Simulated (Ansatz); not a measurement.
A made-up structure of AlBSiH$_{4}$O, singlet:

```
8
angstrom
O 0.1895 -0.3122 0.0003
Si 0.4346 1.4800 0.4168
B -0.6527 2.6996 0.2969
Al 0.0057 -2.2939 -0.4278
H -1.7058 2.4486 -0.0909
H 1.6978 2.0456 0.9289
H 1.2418 -3.2702 -0.2141
H -1.3856 -2.8391 -0.9745
```

It is relaxed with PBE-D4/def2-SVP and then PBE0-D4/def2-TZVP (Ansatz 0.2.0). Atoms count as bonded within 1.22 times the sum of their covalent radii (H–H: 0.88 Å). The end point is not checked to be a true minimum.

(1) Does its bonding change? (A judgement: the text doesn't fix the answer.)

Answers

(1) Computed: No: no bond forms or breaks.

Where it ends: The first stage lowers the energy by 3.58 eV in 16 steps. It ends as AlBSiH₄O ([BH][SiH][O][AlH2]):
O1  (0.466, -0.447, 0.024)
Si2  (0.461, 1.150, 0.282)
B3  (-1.020, 2.215, 0.147)
Al4  (0.130, -2.061, -0.345)
H5  (-1.870, 2.982, -0.138)
H6  (1.673, 1.634, 0.973)
H7  (1.329, -3.080, -0.247)
H8  (-1.345, -2.434, -0.761)
(Å)

Labels in which every atom is bracketed show which atoms are joined, not bond orders.

For scale, one of the runs: PBE0-D4/def2-TZVP relaxation, 160 basis functions, launched by `ansatz run in.yaml --threads 2 --pin off --events-out ev --progress --plain --max-ram 4352MiB`. Hardware: 2 CPU threads of an Arm Neoverse V2, shared host. Wall time about 48 s.
